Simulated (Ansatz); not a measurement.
Reactions of `[SiH3][SiH2]SS`.

Isolated molecules relaxed with PBE0-D4/def2-TZVP in Ansatz; ΔE leaves out vibrations. CCSD(T)/CBS is the MP2 limit (def2-TZVPP, def2-QZVPP) plus CCSD(T) − MP2 in def2-TZVPP, frozen cores. This one scheme is used for every species. For Ga, Ge, Se outer-core shells are correlated without core-valence functions, which leaves a few kJ/mol of doubt a bond. Scalar relativity is left out up to krypton. Each species was taken in one conformer, which may not be the lowest.

Order these by ΔE at CCSD(T)/CBS, lowest first. (Best estimate.)
A. `[SiH3][SiH2]SS` + H₂ → `[SiH3]SS` + SiH₄
B. `[SiH3][SiH2]SS` + H–F → `F[SiH2]SS` + SiH₄
C. `[SiH3][SiH2]SS` + `C[NH][GeH3]` → `C[N]([SiH3])[GeH3]` + `[SiH3]SS`
D. `[SiH3][SiH2]SS` + `[GaH3]` → `[SiH3][SiH2][GaH2]` + `SS`
E. `[SiH3][SiH2]SS` + `B[SeH]` → `B[Se][SiH2][SiH3]` + `SS`

B (-131.9 kJ/mol), C (-53.0 kJ/mol), A (-17.0 kJ/mol), E (-2.0 kJ/mol), D (+28.0 kJ/mol).

Largest T1 diagnostic: 0.014, for `[SiH3][SiH2][GaH2]`.
